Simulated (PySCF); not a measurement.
## Rotational lines of SnO

Lines J+1 ← J of the vibrational ground state, computed from RHF-CCSD(T) constants of SnO, ¹Σ⁺ (singlet), closed shell (basis Sn cc-pVDZ-PP with ECP28, O cc-pVDZ; scalar-relativistic core potentials; PySCF 2.14; masses 119.9022 and 15.9949 u), in MHz:

```
J   ν (MHz)
2   60751.2
3   81000.7
4  101249.5
5  121497.3
6  141743.9
```

(1) Find B0 and the effective bond length r0; with αe = 0.00209 cm⁻¹, find Re.

Correlated steps freeze 5 core orbitals. Correlated levels converge slowly with the basis: in double zeta they bind strong bonds too weakly, by up to about 1 eV, and carry superposition errors of some tenths. These are scalar-relativistic numbers at best; spin–orbit coupling would shift them, the dissociation energy most. Where the molecule has an RHF reference, its open-shell atoms are computed with UHF. The CCSD T1 diagnostic is raised, a sign that a single reference may not be enough here.

## Answers

(1) ν = 2B0(J+1) − 4D(J+1)³ gives B0 = 0.33774 cm⁻¹. With the reduced mass μred = 14.112 u, r0 = √(16.8576/(μred·B0)) (u, cm⁻¹, Å) = 1.8806 Å. Be = B0 + αe/2 = 0.33879 cm⁻¹ gives Re = 1.878 Å.
